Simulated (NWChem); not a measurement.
# BiCl₃; SMILES [Cl][Bi]([Cl])[Cl]

Results from NWChem. Geometry: optimised at PBE0/def2-SVP. def2 effective core potentials on Bi; no spin-orbit coupling. Level BLYP/def2-SVP: single points from the atomic guess with DIIS by default; each run changes one setting, and all converged runs end within 0.3 mHa of each other. cgmin counts macro-iterations, each dearer than a DIIS step.

**Question.** Which setting needs the most SCF iterations, or fails (quadratically convergent solver (cgmin); defaults; no level shifting; no DIIS, 40 % damping; DIIS on 20 Fock matrices; occupation smearing of 0.005 Ha)?

**Answer.** no DIIS, 40 % damping, which doesn't converge.
| setting | SCF iterations |
|---|---|
| defaults | 9 |
| DIIS on 20 Fock matrices | 8 |
| no level shifting | 9 |
| occupation smearing of 0.005 Ha | 9 |
| quadratically convergent solver (cgmin) | 5 |
| no DIIS, 40 % damping | not converged in 200 |
